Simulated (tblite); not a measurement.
C₆H₅NO (charge +1 and doublet state).
Structure used (GFN2-xTB), in Å, numbered top down from 1:
```xyz
13
C6H5NO angstrom
C      4.313    0.197    0.312
C      3.097    0.241    0.305
C      1.757    0.286    0.303
C      0.536    0.367    0.275
C     -0.878    0.458    0.258
N     -1.541   -0.719   -0.251
C     -2.679   -0.516   -0.942
O     -3.045    0.583   -1.272
H      5.367    0.158    0.323
H     -1.239    0.738    1.264
H     -1.240    1.281   -0.405
H     -1.208   -1.641    0.000
H     -3.244   -1.432   -1.179
```

The geometry is computed with GFN2-xTB (gas phase). This method treats the open shell by occupation alone, without spin polarisation.

Masses are those of the commonest isotopes; rigid-rotor values at the optimised geometry. The values belong to one conformer with, in the numbering `[CH+:1]=[C:2][C:3]#[C:4][CH2:5][NH:6][CH:7]=[O:8]`, C4–C5–N6–C7 -146°, C5–N6–C7–O8 9°.

Give the principal moments of inertia and the rotational constants in MHz.

Ia = 42.67, Ib = 744.13, Ic = 754.78 u·Å²; 505379 MHz·u·Å²/I gives A = 11844, B = 679.2, C = 669.6 MHz.

Classify the top.

A near-prolate asymmetric top; Ray's κ = -0.998.

Is it planar, by Δ = Ic − Ia − Ib?

Not planar: Δ = Ic − Ia − Ib = -32.02 u·Å². For a rigid frame Δ = −2 Σ m c², so Σ m c² = 16.01 u·Å² lies off the ab plane: 3.43 from hydrogen and 12.57 from heavier atoms. The atom farthest from that plane is 1.67 Å away.

Give the other two planar moments, Paa and Pbb, and the rms extents of the mass along the axes.

Paa = Σ m a² = (Ib + Ic − Ia)/2 = 728.12 and Pbb = Σ m b² = (Ia + Ic − Ib)/2 = 26.66 u·Å². With the mass M = 107.04 u, the rms extents √(P/M) along a, b and c are 2.61, 0.50, 0.39 Å.

List the rotational levels J(Ka,Kc) to J = 2 (cm⁻¹).

Above 0(0,0):
J = 1: 1(0,1) 0.0450, 1(1,1) 0.4174, 1(1,0) 0.4177
J = 2: 2(0,2) 0.1350, 2(1,2) 0.5071, 2(1,1) 0.5080, 2(2,1) 1.6253, 2(2,0) 1.6253
The levels of one J sum to (2J + 1)J(J + 1)(A + B + C)/3.

Estimate the classical rotational partition function at 10 K, 25 K and 50 K.

Point group C1, symmetry number σ = 1; q = (√π/σ)·√((kT/h)³/(ABC)), k/h = 20836.6 MHz/K: 2300 at 10 K, 9080 at 25 K, 25700 at 50 K.

For this open shell read J as N, the rotation without spin; fine and hyperfine splittings come on top. Its GFN2-xTB frequencies are all real (lowest 43 cm⁻¹). Zero-point vibration and centrifugal distortion are left out.

Hardware: one thread, Arm Neoverse V2 (aarch64), on a shared host. Cost: 0.5 s wall. That covers the optimisation of the geometry.
